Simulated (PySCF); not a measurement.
Cl$_{2}$Sb (SMILES [Cl][Sb+][Cl]), charge +1, singlet, at a GFN2-xTB geometry (core potentials on Sb). Base run: B3LYP/def2-SVP (PySCF).

The PySCF input:
```python
from pyscf import gto, scf, dft

mol = gto.M(
    atom='''
Sb    0.37750143   -0.02033636    0.45805429
Cl    0.77066814    0.35397311   -1.77453146
Cl   -1.90317243   -0.29296404    0.40036859
''',
    basis='def2-svp',
    ecp={'Sb': 'def2-svp'},
    charge=1,
    verbose=4,
    symmetry=True,
)

mf = dft.RKS(mol)
mf.xc = 'b3lyp'
mf.kernel()
mf.analyze()
```

Variants of this job, named by their change:

```
change                                ΔE vs base (mEh)  point group used  SCF cycles
------------------------------------  ----------------  ----------------  ----------
base                                             0.000               C2v          10
irrep_nelec = A1:26 A2:4 B1:8 B2:18              534.9               C2v          10
irrep_nelec = A1:24 A2:4 B1:8 B2:20              555.1               C2v          10
symmetry = off                                   0.000                C1          10
irrep_nelec = A1:24 A2:6 B1:10 B2:16             360.3               C2v          11
symmetry_subgroup = C2                           0.000                C2          10
symmetry_subgroup = Cs                           0.000                Cs          10
irrep_nelec = A1:24 A2:8 B1:8 B2:16             1230.4               C2v          12
```
